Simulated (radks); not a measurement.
Q: Spherical quantum dot in the effective-mass picture: electrons in a hard-walled sphere of radius 11.5, with a point charge +1 (a donor) at the centre, all in effective atomic units (hartree* = m*/eps^2 hartree, bohr* = eps/m* bohr), one dielectric constant everywhere. Calculated with a radial shooting solver with Libxc functionals: non-relativistic Kohn-Sham, LDA (Slater exchange, Perdew-Wang correlation), spin-polarised, spherical densities. Levels are named by radial order and angular momentum (1s, 1p, 1d, 2s, ...), and open shells are averaged over m. At N = 15 the configuration is 1s2 1p6 1d(up 5, down 1) 2s(up 1, down 0). Does electron 16 go into 1f up or 2s down or 1d down?

A: Into 1d down. The total energies of the other choices lie higher by 0.0264 hartree* (1f up), 0.0669 hartree* (2s down).
